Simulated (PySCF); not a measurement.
NMR data simulated for an unnamed compound:

¹H NMR (600 MHz, computed): δ 9.07 (dd, J = 4.7, 1.9 Hz, 2H), 7.81 (dd, J = 9.0, 1.9 Hz, 2H), 7.09 (dd, J = 9.0, 4.7 Hz, 2H).

¹³C{¹H} NMR (computed): δ 146.8 (C), 144.6 (CH), 129.4 (CH), 115.4 (CH), 115.2 (C).

All values are calculated (PySCF 2.14): geometry from PBE0-D3(BJ)/def2-SVP, NMR shieldings at KT3/pcSseg-1/GIAO, couplings computed with B3LYP/pcJ-1 (without the spin–dipole term). Averaged over atoms made equivalent by symmetry, fast rotation or ring inversion, no solvent, single conformer, no relativistic terms.

Shifts are taken against calculated references (same method and geometry level): ¹H (σ = 31.32 ppm), ¹³C (σ = 182.31 ppm) against TMS.

Task: Which of these does the molecule contain: a CH3CH2 unit, a nitrile, a C≡C triple bond, a heteroaromatic ring?

Result: 
- A CH3CH2 unit: no.
- A nitrile: no.
- A C≡C triple bond: no.
- A heteroaromatic ring: yes.

The data belong to 1,8-naphthyridine (SMILES c1cnc2ncccc2c1); they needn't prove each group on their own.

Carbon signals by region: 5 in the sp2 and nitrile region (100–160 ppm).

Splittings below 1 Hz are ignored in the labels, and close J values are merged. Unscaled 3J(H,H) at this level run about 10 % above measured values. Shifts are as computed, not scaled to solution data. Of 1211 compounds with measured shifts, 218 miss one by over three times the rms of a fit or turn the order of signals round; such compounds aren't used in these exercises.
